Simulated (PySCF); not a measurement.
Polarisability and C₆ of Xe²⁺ (xenon, charge +2)

[Kr] 4d10 5s2 5p3 5d1, high-spin 5D determinant (an excited configuration). Calculation: PySCF 2.14, in aug-cc-pV5Z-PP with ECP28MDF (8s8p6d4f3g2h, 139 functions); scalar relativity through the core potential. Coupled (time-dependent) response in atomic units; α is the mean over directions.

| method | mean α (bohr³) | α xx, yy, zz | C₆ (like pair) | S(−4) |
| --- | --- | --- | --- | --- |
| PBE0 | 24.93 | 29.40, 29.40, 15.99 | 178.3 | 368.1 |

S(−4) is the Cauchy moment in α(ω) = α(0) + S(−4) ω² + …

Spin-orbit coupling is absent.

α(iu) at PBE0:

```tsv
u (hartree)	α(iu) (bohr³)
0	24.93
0.0500	24.07
0.100	22.07
0.200	17.69
0.300	14.28
0.500	9.779
0.750	6.528
1.00	4.642
1.50	2.726
2.00	1.839
3.00	1.048
5.00	0.5000
```

A single London oscillator, α(iu) = α/(1 + u²/ω²), gives C₆ = (3/4) ω α². Matching the computed C₆ needs ω = 4 × 178.3 / (3 × 24.93²) = 0.383 hartree.

For an ion, C₆ is the dispersion term alone; charge-induced terms of lower order in 1/R come first.

The components differ because the open shell of this determinant is not spherical; for a pure term their mean is the scalar polarisability.

Energies and moments cover only the electrons outside the core potential. The outer electron is Rydberg-like, and this basis confines it to a smaller radius and binds it less than a complete one would.
